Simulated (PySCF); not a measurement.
## Radial density of Si(3+) (silicon, charge +3)

UHF, [Ne] 3s1, 2S determinant. All numbers are calculated (PySCF 2.14, the spin-free X2C one-electron Hamiltonian (Gaussian nucleus), in jorge-DZP-DKH (7s4p1d, 24 functions)).

```
r (bohr)  4πr²ρ (e/bohr)  4πr²(ρα − ρβ)
 0.00190         0.08722         0.0003
 0.00319          0.2335         0.0009
 0.00537          0.5974         0.0022
 0.00903           1.484         0.0054
  0.0152           3.465         0.0125
  0.0255           7.248         0.0253
  0.0430           12.52         0.0403
  0.0722           15.84         0.0387
   0.122           12.85         0.0053
   0.204           9.610         0.0228
   0.344           13.66         0.1396
   0.578           11.23         0.0363
   0.973           2.760         0.1726
    1.64          0.7316         0.6441
    2.75          0.2247         0.2245
    4.63        0.001541         0.0015
```

Densities and radii are taken from the X2C orbitals without a picture-change correction, which distorts them close to the nucleus.
